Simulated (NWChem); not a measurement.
# BeNH3Se; SMILES [NH2][Be][SeH]

```xyz
6

Be     0.0286    -1.1384    -0.0006
N     -0.0050    -2.6343     0.0014
H     -0.0309    -3.2244    -0.8241
H     -0.0103    -3.2221     0.8287
Se     0.1189     0.8932    -0.0034
H     -1.3498     0.9959     0.0150
```
Atoms are numbered in this order, from 1.

All runs: NWChem. STO-3G and 3-21G are far too small for this property and stand as cheap habits. Structure relaxed at the PBE0/def2-SVP level. B3LYP is NWChem's, with the RPA form of VWN correlation. Field at 589 nm.

For level B3LYP/def2-SVP:

```
Item                              Result
--------------------------------  ------
isotropic polarisability (bohr³)    45.6
anisotropy (bohr³)                  26.5
```

**Question.** How do the values read with level B3LYP/STO-3G instead?

**Answer.** 
* **isotropic polarisability (bohr³)**: 24.2
* **anisotropy (bohr³)**: 31.2
